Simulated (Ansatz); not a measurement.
One geometry of Al₁₇As₁₇H₄₀⁺, several levels of theory.

```yaml
crystal:
  periodic: [false, false, false]
  atoms:
    - {symbol: As, position_ang: [-1.459853, -5.212675, -0.568564]}
    - {symbol: Al, position_ang: [-3.318283, -4.193523, 0.831782]}
    - {symbol: Al, position_ang: [-3.668139, -2.127745, -2.896173]}
    - {symbol: As, position_ang: [-3.542893, -2.039045, -0.381077]}
    - {symbol: Al, position_ang: [-5.393511, -0.833511, 0.754627]}
    - {symbol: As, position_ang: [-5.257962, 1.348866, -0.549855]}
    - {symbol: Al, position_ang: [0.752355, -4.285861, 0.065203]}
    - {symbol: As, position_ang: [0.595020, -4.268409, 2.599874]}
    - {symbol: Al, position_ang: [0.523028, -2.058478, -2.980600]}
    - {symbol: As, position_ang: [-1.563941, -0.886585, -3.588227]}
    - {symbol: As, position_ang: [0.523543, -1.908957, -0.480714]}
    - {symbol: Al, position_ang: [-1.556771, -0.874861, 0.348634]}
    - {symbol: Al, position_ang: [0.396913, -2.100849, 3.844942]}
    - {symbol: As, position_ang: [-1.463359, -0.804312, 2.849958]}
    - {symbol: Al, position_ang: [-1.530371, 1.507535, -2.983875]}
    - {symbol: As, position_ang: [-1.401952, 1.439171, -0.483556]}
    - {symbol: Al, position_ang: [-3.352417, 2.806697, 0.082616]}
    - {symbol: Al, position_ang: [-1.574753, 1.461907, 3.847954]}
    - {symbol: As, position_ang: [-3.406688, 2.653714, 2.617473]}
    - {symbol: Al, position_ang: [4.614893, -2.219613, -3.035099]}
    - {symbol: As, position_ang: [2.590568, -0.838857, -3.599191]}
    - {symbol: As, position_ang: [4.477511, -1.906848, -0.482964]}
    - {symbol: Al, position_ang: [2.472026, -0.756644, 0.413955]}
    - {symbol: As, position_ang: [2.339411, -0.827438, 2.911267]}
    - {symbol: Al, position_ang: [2.685088, 1.549200, -2.928005]}
    - {symbol: As, position_ang: [0.572521, 2.665061, -3.606872]}
    - {symbol: As, position_ang: [2.637512, 1.526837, -0.418862]}
    - {symbol: Al, position_ang: [0.581265, 2.547360, 0.394601]}
    - {symbol: Al, position_ang: [2.468994, 1.425424, 3.969770]}
    - {symbol: As, position_ang: [0.490804, 2.492557, 2.893187]}
    - {symbol: Al, position_ang: [0.465903, 5.119637, -3.069917]}
    - {symbol: As, position_ang: [0.562486, 4.855107, -0.509886]}
    - {symbol: Al, position_ang: [4.659652, 2.773826, 0.330362]}
    - {symbol: As, position_ang: [4.473021, 2.418792, 2.862618]}
    - {symbol: H, position_ang: [-1.366610, -6.734681, -0.575304]}
    - {symbol: H, position_ang: [-1.629520, -4.977846, -2.061888]}
    - {symbol: H, position_ang: [-4.615128, -5.130928, 0.814446]}
    - {symbol: H, position_ang: [-2.500671, -3.954353, 2.212191]}
    - {symbol: H, position_ang: [-3.479419, -3.655603, -3.363201]}
    - {symbol: H, position_ang: [-4.920204, -1.233638, -3.365477]}
    - {symbol: H, position_ang: [-6.837323, -1.487507, 0.536355]}
    - {symbol: H, position_ang: [-4.921551, -0.327408, 2.218040]}
    - {symbol: H, position_ang: [-5.140454, 1.128801, -2.051364]}
    - {symbol: H, position_ang: [-6.526503, 2.196170, -0.541609]}
    - {symbol: H, position_ang: [2.113979, -5.007381, -0.355404]}
    - {symbol: H, position_ang: [-0.361347, -5.299198, 3.181438]}
    - {symbol: H, position_ang: [1.894174, -4.870733, 3.138594]}
    - {symbol: H, position_ang: [0.557471, -3.610019, -3.393605]}
    - {symbol: H, position_ang: [-1.578284, -0.897152, -5.117114]}
    - {symbol: H, position_ang: [0.418924, -2.272155, 5.431243]}
    - {symbol: H, position_ang: [-2.732349, -1.491176, 3.333916]}
    - {symbol: H, position_ang: [-2.850417, 2.317797, -3.406247]}
    - {symbol: H, position_ang: [-3.321167, 4.350503, -0.330207]}
    - {symbol: H, position_ang: [-1.701301, 1.568191, 5.435587]}
    - {symbol: H, position_ang: [-4.747041, 2.182491, 3.161063]}
    - {symbol: H, position_ang: [-3.430565, 4.066979, 3.194346]}
    - {symbol: H, position_ang: [4.299369, -3.777555, -3.237389]}
    - {symbol: H, position_ang: [5.976954, -1.507102, -3.483076]}
    - {symbol: H, position_ang: [2.600651, -0.798562, -5.126890]}
    - {symbol: H, position_ang: [4.661768, -3.219691, 0.268258]}
    - {symbol: H, position_ang: [5.677452, -1.156697, 0.083928]}
    - {symbol: H, position_ang: [3.595690, -1.550709, 3.391839]}
    - {symbol: H, position_ang: [4.001824, 2.312453, -3.423212]}
    - {symbol: H, position_ang: [0.613786, 2.640282, -5.134544]}
    - {symbol: H, position_ang: [2.473682, 1.450066, 5.565831]}
    - {symbol: H, position_ang: [0.504148, 3.940441, 3.376850]}
    - {symbol: H, position_ang: [-1.001620, 5.699512, -3.348059]}
    - {symbol: H, position_ang: [1.825210, 5.870501, -3.461749]}
    - {symbol: H, position_ang: [-0.555344, 5.620314, 0.189269]}
    - {symbol: H, position_ang: [1.751574, 5.574141, 0.114429]}
    - {symbol: H, position_ang: [5.992868, 1.995324, -0.098484]}
    - {symbol: H, position_ang: [4.417041, 4.350754, 0.149485]}
    - {symbol: H, position_ang: [5.628655, 1.565461, 3.378383]}
    - {symbol: H, position_ang: [4.819950, 3.682466, 3.643932]}
basis:
  gaussian: {orbitals: def2-SVP, fitting: {mean_field: def2-universal-jkfit}}
total_charge: 1
magnetization: {spin_polarized: true, initial_magnetization: 1}
hamiltonian: {xc: pbe0, dispersion: d4}
scf: {omitted_lower_state_checks: [starts]}
output: {orbitals: {seedname: orbitals}}
```

The file start.molden holds the orbitals of an earlier run on this structure, at another level or in another basis.

```sh
$ ansatz run in.yaml --threads 11 --pin off --events-out ev --progress --plain --max-ram 174080MiB --backend cuda --devices 0, --max-vram 75GiB
```

It prints (some lines left out):

```
Functional definition: PBE0
7418 factors; integrals over basis functions are off by at most 3.6e-1 eV
mean field evaluation 1: about -1146779.2827 eV, gradient 3.0e1 eV
mean field evaluation 2: about -1146780.4870 eV, gradient 2.5e1 eV
mean field evaluation 4: about -1146784.4185 eV, gradient 4.7e0 eV
mean field evaluation 8: about -1146784.5671 eV, gradient 9.8e-1 eV
mean field evaluation 16: about -1146784.5816 eV, gradient 2.9e-2 eV
mean field evaluation 32: about -1146784.5817 eV, gradient 4.4e-4 eV
mean field -1146784.58174733 eV, -42143.5560607064 hartree, gradient 9.2e-6 eV, S^2 0.753185; 0 other end points of the search recorded, 0 dependent functions left out
reference -1146784.58184585 eV, -42143.5560643268 hartree; 411, 410 occupied and 639, 640 virtual orbitals, 7418 factors
Total energy: -1146790.63078275 eV, -42143.7783586578 hartree
Checks for a lower state left out: starts
```

Run time 45 s (11 threads of AMD EPYC 7R13 on a shared host and a whole NVIDIA H100 80GB HBM3), peak host memory 2.1 GiB.

First input, but with `gaussian: {orbitals: def2-SVP, fitting: {mean_field: def2-universal-jkfit}, initial_orbitals: start.molden}`, `hamiltonian: {xc: pbe, dispersion: d4}` (abridged; 16 s):

```
Functional definition: PBE
mean field -1146740.73018809 eV, -42141.9445456279 hartree, gradient 4.3e-6 eV, S^2 0.750775
Total energy: -1146747.26773286 eV, -42142.1847959669 hartree
Checks for a lower state left out: starts
```

As the first input, with `gaussian: {orbitals: def2-SVP, fitting: {mean_field: def2-universal-jkfit}, initial_orbitals: start.molden}`, `hamiltonian: {xc: {name: B97M-V}}` (abridged; 28 s):

```
Functional definition: B97M-V
mean field evaluation 16: about -1146747.8917 eV, gradient 6.0e-6 eV
mean field -1146747.89166312 eV, -42142.2077249811 hartree, gradient 6.0e-6 eV, S^2 0.751280
Total energy: -1146747.89186666 eV, -42142.2077324609 hartree
Checks for a lower state left out: starts
```

Geometry: PBE-D4/def2-SVP, that of the neutral singlet.

Single mean-field runs in def2-SVP are fitted with def2-universal-jkfit. At PBE-D4/def2-SVP, B97M-V/def2-SVP the gap within one spin of the charge 1 doublet nearly closes, so an electron or hole may be smeared out by delocalisation error.
